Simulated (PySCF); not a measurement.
**Spectroscopy problems**

Gas phase, one averaged value for each set of equivalent atoms, non-relativistic, single conformer. Geometry from GFN2-xTB; B3LYP/pcJ-1 coupling constants (spin–dipole term left out of most H,H and C,H couplings); shielding tensors at PBE0/pcSseg-1 (GIAO); PySCF.

δ = σ(ref) − σ, references computed at the same level: TMS for 1H and 13C. Multiplet labels drop J under 1 Hz and among equivalent protons, and merge close values. Unscaled 3J(H,H) run several per cent high. Splittings of carbon signals by F and P are missing where no couplings were computed. Where no couplings were computed, multiplicities follow the n + 1 count of equivalent neighbours, and m marks all less simple cases (inequivalent or close neighbours, rings, F or P nearby). One-bond C–F couplings are unscaled and too large by tens of Hz. Shifts are as computed. Against solution values, carbons near 30 ppm lie about +3 ppm off and those near 130 ppm about +5 ppm. Of 1211 compounds with measured shifts, 218 miss one by over three times the rms of a fit or turn the order of signals round; such compounds aren't used in these exercises.

Q: C6H9OP. 1H NMR (400 MHz, computed): δ 6.24 (m, 1H), 6.12 (m, 1H), 5.89 (m, 1H), 3.97 (s, 3H), 2.28 (m, 3H). 13C{1H} NMR (computed): δ 166.7, 150.5, 132.5, 89.2, 61.7, 12.8. Identify the compound.

A: SMILES C=CP1C(C)=C1OC. 6 carbon signals for 6 carbons: no two carbons are equivalent. Carbon types of the structure: 2 × C, 1 × CH, 1 × CH2, 2 × CH3, which accounts for all hydrogens. δC 150.5: alkene carbon bearing oxygen; an sp2 carbon further deshielded by the attached heteroatom. δC 132.5: terminal =CH2 carbon; as expected for a trigonal carbon in a double bond. δC 89.2: β carbon of an enol-ether or enamine type C=C; the O or N lone pair pushes π density onto this β carbon and shields it. δC 61.7: methyl carbon bonded to O; deshielded by the electronegative neighbour.

The shifts were computed for this structure.

Q: C6H7FO. 1H NMR (500 MHz, computed): δ 7.89 (dtd, J = 7.2, 3.7, 2.9 Hz, 1H), 6.32 (dtd, J = 7.2, 3.0, 1.1 Hz, 1H), 3.15 (ddt, J = 21.9, 21.8, 3.4 Hz, 1H), 2.73 (m, 1H), 1.48 (d, J = 21.4 Hz, 3H). 13C{1H} NMR (computed): δ 208.1 (C, d, J = 15.7 Hz), 170.2 (CH, d, J = 2.4 Hz), 139.8 (CH, d, J = 2.1 Hz), 94.0 (C, d, J = 238.3 Hz), 48.0 (CH2, d, J = 26.1 Hz), 24.7 (CH3, d, J = 26.7 Hz). What is it?

A: SMILES C[C@]1(F)CC=CC1=O. The formula gives 3 degrees of unsaturation (1 ring in the answer). 6 carbon signals for 6 carbons: no two carbons are equivalent. Carbon types of the structure: 2 × C, 2 × CH, 1 × CH2, 1 × CH3, which accounts for all hydrogens. δC 208.1: ketone carbonyl carbon; low-lying n→π* states of the double bond to the heteroatom give a large paramagnetic term (-269 ppm). δC 170.2: β carbon of a C=C–C=O unit; conjugation with the carbonyl draws π density from the β position. δC 139.8: α carbon of a C=C–C=O unit; an sp2 carbon of a C=C bond. δC 94.0: fully substituted sp3 carbon bonded to F, α to a carbonyl; pulled downfield by the heteroatom. The protons at 7.89 and 6.32 share a coupling of 7.2 Hz (vicinal, cis across C=C). The protons at 3.15 and 7.89 share a coupling of 3.6 Hz (vicinal).

The shifts were computed for this structure.
